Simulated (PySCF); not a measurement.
# Basis and Hamiltonian dependence of the excitation energy of Ge

Ge [Ar] 3d10 4s2 4p2 (3P) → Ge [Ar] 3d10 4s1 4p3 (5S). All values are computed (PySCF 2.14, energy differences of UHF-based or UKS calculations, no spin-orbit coupling). Values in eV.

| basis | Hamiltonian | functions | UHF | PBE | PBE0 | MP2 (valence) | CCSD(T) (valence) | CCSD(T) (valence and next inner shell) |
| --- | --- | --- | --- | --- | --- | --- | --- | --- |
| ANO-RCC-VTZP | spin-free X2C | 43 | 3.483 | 5.689 | 5.299 | 4.222 | 4.524 | 4.824 |
| x2c-TZVPPall | spin-free X2C | 48 | 3.541 | 5.704 | 5.324 | 4.391 | 4.655 | 4.807 |
| aug-cc-pwCVDZ-PP with ECP10MDF | ECP | 48 | 3.513 | 5.708 | 5.320 | 4.282 | 4.578 | 4.894 |
| def2-TZVPPD | non-relativistic | 54 | 3.188 | 5.309 | 4.943 | 4.056 | 4.329 | 4.469 |
| aug-cc-pVTZ-PP with ECP10MDF | ECP | 55 | 3.486 | 5.697 | 5.307 | 4.362 | 4.626 | n/a |
| x2c-TZVPPall with one added diffuse shell each of s, p, d type | spin-free X2C | 57 | 3.541 | 5.712 | 5.328 | 4.394 | 4.658 | 4.810 |
| aug-cc-pVTZ-PP with one added diffuse shell each of s, d, f type with ECP10MDF | ECP | 68 | 3.486 | 5.698 | 5.307 | 4.363 | 4.626 | n/a |
| dyall-v2z | non-relativistic | 83 | 3.201 | n/a | n/a | 3.951 | 4.256 | n/a |
| dyall-av2z | non-relativistic | 92 | 3.217 | 5.356 | 4.981 | 3.978 | 4.285 | n/a |
| dyall-av2z | spin-free X2C | 92 | 3.537 | 5.726 | 5.336 | 4.290 | n/a | n/a |
| aug-cc-pVQZ-DK | spin-free X2C | 93 | 3.488 | 5.693 | 5.301 | 4.423 | 4.656 | n/a |
| aug-cc-pwCVTZ-PP with ECP10MDF | ECP | 96 | 3.487 | 5.719 | 5.321 | 4.391 | 4.643 | n/a |
| x2c-QZVPPall | spin-free X2C | 97 | 3.488 | 5.706 | 5.310 | 4.423 | 4.657 | n/a |
| dyall-ae2z | spin-free X2C | 97 | 3.521 | 5.711 | 5.326 | 4.310 | n/a | n/a |

Frozen in the all-electron rows: valence: [Ar] 3d10; valence and next inner shell: [Ne]; with a core potential, the same shells as far as they lie outside it.

Non-relativistic rows lack the scalar-relativistic shift.

Reference for a calculation without spin-orbit coupling: 5.078 eV (measured, between term centres; NIST).
